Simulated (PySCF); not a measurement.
**B97-3 on Tc²⁺ (technetium, charge +2)**

Configuration: [Kr] 4d4 5s1, high-spin 6D determinant (an excited configuration). All numbers are calculated (PySCF 2.14, scalar relativity by spin-free X2C-1e, in aug-cc-pVTZ-DK).

* Total energy: -4283.83 hartree
* One-electron energy: -5872.31 hartree
* Hartree (Coulomb) energy: 1717.26 hartree
* Exchange-correlation energy: -128.78 hartree
* ⟨S²⟩: 8.7506
* ⟨L²⟩: 6.008
* Sum of ⟨r⟩: 26.44 bohr
* Sum of ⟨r²⟩: 35.06 bohr²
* Traceless quadrupole moment −½Σ⟨3z² − r²⟩ along its main axis: -0.663 e·bohr²
* Langevin diamagnetic susceptibility: -27.8 ×10⁻⁶ cm³/mol

```json
{"shell": "1s α", "electrons": "1", "mean orbital energy (eV)": "-20939.9", "spread (eV)": "0", "rms radius, mean of both spins (bohr)": "0.0394"}
{"shell": "1s β", "electrons": "1", "mean orbital energy (eV)": "-20939.8", "spread (eV)": "0", "rms radius, mean of both spins (bohr)": "0.0394"}
{"shell": "2s α", "electrons": "1", "mean orbital energy (eV)": "-3028.9", "spread (eV)": "0", "rms radius, mean of both spins (bohr)": "0.162"}
{"shell": "2s β", "electrons": "1", "mean orbital energy (eV)": "-3028.2", "spread (eV)": "0", "rms radius, mean of both spins (bohr)": "0.162"}
{"shell": "2p α", "electrons": "3", "mean orbital energy (eV)": "-2712.0", "spread (eV)": "0.125", "rms radius, mean of both spins (bohr)": "0.144"}
{"shell": "2p β", "electrons": "3", "mean orbital energy (eV)": "-2711.4", "spread (eV)": "0.275", "rms radius, mean of both spins (bohr)": "0.144"}
{"shell": "3s α", "electrons": "1", "mean orbital energy (eV)": "-554.19", "spread (eV)": "0", "rms radius, mean of both spins (bohr)": "0.443"}
{"shell": "3s β", "electrons": "1", "mean orbital energy (eV)": "-553.71", "spread (eV)": "0", "rms radius, mean of both spins (bohr)": "0.443"}
{"shell": "3p α", "electrons": "3", "mean orbital energy (eV)": "-449.31", "spread (eV)": "0.419", "rms radius, mean of both spins (bohr)": "0.448"}
{"shell": "3p β", "electrons": "3", "mean orbital energy (eV)": "-448.80", "spread (eV)": "0.551", "rms radius, mean of both spins (bohr)": "0.448"}
{"shell": "3d α", "electrons": "5", "mean orbital energy (eV)": "-279.71", "spread (eV)": "0.427", "rms radius, mean of both spins (bohr)": "0.436"}
{"shell": "3d β", "electrons": "5", "mean orbital energy (eV)": "-278.85", "spread (eV)": "0.644", "rms radius, mean of both spins (bohr)": "0.436"}
{"shell": "4s α", "electrons": "1", "mean orbital energy (eV)": "-100.01", "spread (eV)": "0", "rms radius, mean of both spins (bohr)": "1.12"}
{"shell": "4s β", "electrons": "1", "mean orbital energy (eV)": "-96.382", "spread (eV)": "0", "rms radius, mean of both spins (bohr)": "1.12"}
{"shell": "4p α", "electrons": "3", "mean orbital energy (eV)": "-70.489", "spread (eV)": "0.186", "rms radius, mean of both spins (bohr)": "1.24"}
{"shell": "4p β", "electrons": "3", "mean orbital energy (eV)": "-66.354", "spread (eV)": "1.307", "rms radius, mean of both spins (bohr)": "1.24"}
{"shell": "4d α", "electrons": "4", "mean orbital energy (eV)": "-28.714", "spread (eV)": "0.926", "rms radius, mean of both spins (bohr)": "1.68"}
{"shell": "5s α", "electrons": "1", "mean orbital energy (eV)": "-21.360", "spread (eV)": "0", "rms radius, mean of both spins (bohr)": "2.89"}
```

Densities and radii are taken from the X2C orbitals without a picture-change correction, which distorts them close to the nucleus.
